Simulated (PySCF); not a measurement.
These are PySCF 2.14.0 with r2SCAN-D4/def2-TZVP values and carry that method's errors. All species are isolated molecules in the gas phase. Excitations are Tamm–Dancoff values on a coarser integration grid. The basis has no diffuse functions, so Rydberg states are missing or too high.

Reference species (SMILES): `[S]=[GeH2]` (neutral, multiplicity 1).

```json
{
 "T1 excitation (TDA)": "2.37 eV",
 "S1 oscillator strength": "0.000",
 "HOMO": "-6.06 eV"
}
```

Changed species: `N=[SiH2]`.

What does the change do to the T1 excitation (TDA), S1 oscillator strength and HOMO?

the T1 excitation (TDA) increases by 0.75 eV, to 3.12 eV; the S1 oscillator strength is nearly the same; the HOMO falls by 0.49 eV, to -6.55 eV.
